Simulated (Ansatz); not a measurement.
Reaction (formal hydrolysis of a B–C bond): `CC(=N)BO` + H₂O → `OBO` + `CC=N`

Gas-phase electronic energies from Ansatz, PBE0-D4/def2-TZVP geometries. CBS: MP2 limit from def2 TZ/QZ plus the TZ coupled-cluster correction, frozen cores. This one scheme is used for every species. DFT in def2-TZVPP. One conformer a species, not always the lowest.

CCSD(T)/CBS gives -127.9 kJ/mol.

(1) Another level gave -130.2 kJ/mol. Which?
A. r2SCAN/def2-TZVPP
B. CCSD/def2-TZVPP
C. HF/def2-TZVPP
D. PBE-D4/def2-TZVPP

Largest T1 diagnostic among the species: 0.013.

Results:

(1) D. PBE-D4 -130.2, HF/def2-TZVPP -150.4, CCSD/def2-TZVPP -134.3, r2SCAN -138.9 kJ/mol.

The D4 term adds +6.4 kJ/mol with B3LYP and +3.7 kJ/mol with PBE0; it sums over pairs of atoms, weighted by their polarisabilities, and B3LYP, whose exchange is more repulsive, gets the larger term. In def2-TZVPP, CCSD(T) changes the Hartree–Fock value by +18.8 kJ/mol (the triples alone add +2.6 kJ/mol) and MP2 by +18.5 kJ/mol.

B3LYP here is the variant with VWN-RPA as its local correlation; programs differ in this.
